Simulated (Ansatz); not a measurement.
Problem. Name a neutral molecule of B, C, N and H with LUMO energy (PBE0/def2-TZVPP) between 0.60 and 0.90 eV and HOMO energy (ωB97M-V/def2-TZVPP) between -8.20 and -7.90 eV (Ansatz, PBE0-D4/def2-TZVP geometry).

Solution. `CN(C)B(N(C)C)N(C)C` (0.85 eV, -8.11 eV). Other molecules can fit too; these were computed, each in one conformer that needn't be the lowest.
